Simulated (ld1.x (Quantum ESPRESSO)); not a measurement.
# Configuration tests for rubidium (TM)

```json
{"Element": "rubidium", "Generator": "ld1.x (Quantum ESPRESSO) 7.5", "Type": "norm-conserving Troullier–Martins (Kleinman–Bylander form)", "Functional": "PBE", "Relativity": "scalar-relativistic", "Frozen core": "[Ar] 3d10", "Valence charge": "9", "Reference configuration": "4s2 4p6 5s1 5p0", "Partial waves": "4s (bound): rc 2.45 bohr; 4d channel at -0.05 Ry: rc 2.40 bohr; 4p (bound): rc 2.70 bohr", "Local potential": "the p channel", "Core correction": "none"}
```

Occupied shells without a wave of their own: 5s. They enter only through the test configuration that unscreens the potential.

Energies are relative to the spin-unpolarised reference configuration 4s2 4p6 5s1 5p0; without spin polarisation the order of configurations can differ from experiment. Not all tests gave a result: 1 of 5 tests not solved or not reliable. Left out of the table: 4s2 4p6 5s0 5p1 (solver errors, printed error -2.8 eV).

```csv
valence configuration,charge,ΔE all-electron (eV),error AE − PS (meV)
4s2 4p6 5s0 5p0,+1,4.154,-250
4s2 4p6 5s0.5 5p0,+0.5,1.578,-95
```

Question: What are ΔE and the potential's error for 4s1 4p6 5s1 5p0?

Answer: ΔE = 37.735 eV all-electron; the error (AE − PS) is +21 meV.

Question: What are ΔE and the potential's error for 4s2 4p5 5s1 5p0?

Answer: ΔE = 21.140 eV all-electron; the error (AE − PS) is +66 meV.

Levels in the configuration 4s2 4p6 5s0.5 5p0:

| level | all-electron (eV) | pseudo (eV) |
| --- | --- | --- |
| 4s | -34.555 | -34.669 |
| 4p | -18.609 | -18.714 |
| 5s | -4.121 | -4.365 |

The 5s level has no wave, so the channel is fitted at the deeper level alone: the likely source of the large errors.
